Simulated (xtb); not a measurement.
lanthanum atom (La), doublet (GFN-xTB shapes and energies of metal compounds can be far from the true ones); GFN2-xTB with ALPB(acetone) (xtb).

Here is a job for xtb.
```
$ xtb mol.xyz --gfn 2 --uhf 1 --alpb acetone --json

# file mol.xyz
1

La     0.00000000     0.00000000     0.00000000
```

It wrote (shortened):

```
   ID    Z sym.   atoms
    1   57 La     1

           -------------------------------------------------
          |                Calculation Setup                |
           -------------------------------------------------

           -------------------------------------------------
          |                 G F N 2 - x T B                 |
           -------------------------------------------------

      * Solvation model:               ALPB
        Solvent                        acetone
        Parameter file                 internal GFN2-xTB/ALPB
        Dielectric constant                2.0700E+01
        Reference state                gsolv [1 M gas/solution]
        Free energy shift                  5.9241E-03 Eh       3.7175E+00 kcal/mol
        Temperature                        2.9815E+02 K
        Density                            7.9000E-01 kg/L
        Solvent mass                       5.8080E+01 g/mol
        Interaction kernel             P16
        Born radius scaling (c1)           1.8274E+00
        Born radii integrator          GBOBC
        Born offset                        0.0000E+00 a0       0.0000E+00 AA
        H-bond correction              true
        Ion screening                  false
        Surface tension                    1.0000E-05 Eh       1.5569E+01 dyn/cm
        Grid points                               230 per atom

          ...................................................
          :                      SETUP                      :
          :.................................................:
          :  # basis functions                  10          :
          :  # atomic orbitals                   9          :
          :  # shells                            3          :
          :  # electrons                         3          :
          :  max. iterations                   250          :
          :  Hamiltonian                  GFN2-xTB          :
          :  restarted?                      false          :
          :  GBSA solvation                   true          :
          :  PC potential                    false          :
          :  electronic temp.          300.0000000     K    :
          :  accuracy                    1.0000000          :
          :  -> integral cutoff          0.2500000E+02      :
          :  -> integral neglect         0.1000000E-07      :
          :  -> SCF convergence          0.1000000E-05 Eh   :
          :  -> wf. convergence          0.1000000E-03 e    :
          :  Broyden damping             0.4000000          :
          :  net charge                          0          :
          :  unpaired electrons                  1          :
          ...................................................

 iter      E             dE          RMSdq      gap      omega  full diag
   1     -1.1988689 -0.119887E+01  0.141E+01    0.00       0.0  T
   2     -1.1988689  0.000000E+00  0.113E+01    0.00       0.0  T
   3     -1.1988689  0.000000E+00  0.871E+00    0.00       0.0  T
   4     -1.1988689 -0.688338E-14  0.697E+00    0.00       0.0  T
   5     -1.1988689  0.000000E+00  0.558E+00    0.00       0.0  T
   6     -1.1988689  0.000000E+00  0.429E+00    0.00       0.0  T
   7     -1.1988689  0.000000E+00  0.343E+00    0.00       0.0  T
   8     -1.1988689  0.000000E+00  0.275E+00    0.00       0.0  T
   9     -1.1988689  0.000000E+00  0.220E+00    0.00       0.0  T
  10     -1.1988689  0.000000E+00  0.176E+00    0.00       0.0  T
  11     -1.1988689  0.000000E+00  0.141E+00    0.00       0.0  T
  12     -1.1988689  0.000000E+00  0.113E+00    0.00       0.0  T
  13     -1.1988689  0.000000E+00  0.900E-01    0.00       0.0  T
  14     -1.1988689  0.000000E+00  0.720E-01    0.00       0.0  T
  15     -1.1988689  0.000000E+00  0.576E-01    0.00       0.0  T
  16     -1.1988689  0.000000E+00  0.461E-01    0.00       0.0  T
  17     -1.1988689  0.000000E+00  0.369E-01    0.00       0.0  T
[...]
         :::::::::::::::::::::::::::::::::::::::::::::::::::::
         :: total energy              -1.198868882486 Eh    ::
         :: total w/o Gsasa/hb        -1.204793023750 Eh    ::
         :: gradient norm              0.000000000000 Eh/a0 ::
         :: HOMO-LUMO gap              0.000000000000 eV    ::
         ::.................................................::
         :: SCC energy                -1.198868882486 Eh    ::
         :: -> isotropic ES           -0.000213216652 Eh    ::
         :: -> anisotropic ES          0.000000000000 Eh    ::
         :: -> anisotropic XC          0.000000000000 Eh    ::
         :: -> dispersion              0.000000000000 Eh    ::
         :: -> Gsolv                   0.005924141264 Eh    ::
         ::    -> Gelec               -0.000000000000 Eh    ::
         ::    -> Gsasa                0.000000000000 Eh    ::
         ::    -> Ghb                  0.000000000000 Eh    ::
         ::    -> Gshift               0.005924141264 Eh    ::
         :: repulsion energy           0.000000000000 Eh    ::
         :: add. restraining           0.000000000000 Eh    ::
         :: total charge              -0.000000000164 e     ::
         :::::::::::::::::::::::::::::::::::::::::::::::::::::

           -------------------------------------------------
          |                Property Printout                |
           -------------------------------------------------

    * Orbital Energies and Occupations

         #    Occupation            Energy/Eh            Energy/eV
      -------------------------------------------------------------
         1        2.0000           -0.3481131              -9.4726
         2        0.2000           -0.2395763              -6.5192 (HOMO)
         3        0.2000           -0.2395763              -6.5192 (LUMO)
         4        0.2000           -0.2395763              -6.5192
         5        0.2000           -0.2395763              -6.5192
         6        0.2000           -0.2395763              -6.5192
         7                          0.0669006               1.8205
         8                          0.0669006               1.8205
         9                          0.0669006               1.8205
      -------------------------------------------------------------
                  HL-Gap            0.0000000 Eh            0.0000 eV
             Fermi-level           -0.2673690 Eh           -7.2755 eV

     #   Z          covCN         q      C6AA      α(0)
     1  57 La       0.000    -0.000  4173.067   215.814

 Mol. C6AA /au·bohr⁶  :       4173.066900
 Mol. C8AA /au·bohr⁸  :    1094852.734340
 Mol. α(0) /au        :        215.814019

Wiberg/Mayer (AO) data.
largest (>0.10) Wiberg bond orders for each atom

 ---------------------------------------------------------------------------
     #   Z sym  total        # sym  WBO       # sym  WBO       # sym  WBO
 ---------------------------------------------------------------------------
     1  57 La   0.000
 ---------------------------------------------------------------------------

molecular dipole:
                 x           y           z       tot (Debye)
 q only:        0.000       0.000       0.000
   full:        0.000       0.000       0.000       0.000
molecular quadrupole (traceless):
                xx          xy          yy          xz          yz          zz
 q only:        0.000       0.000       0.000       0.000       0.000       0.000
  q+dip:        0.000       0.000       0.000       0.000       0.000       0.000
   full:        0.000       0.000       0.000       0.000       0.000       0.000

           -------------------------------------------------
          | TOTAL ENERGY               -1.198868882486 Eh   |
          | GRADIENT NORM               0.000000000000 Eh/α |
          | HOMO-LUMO GAP               0.000000000000 eV   |
           -------------------------------------------------

normal termination of xtb
```
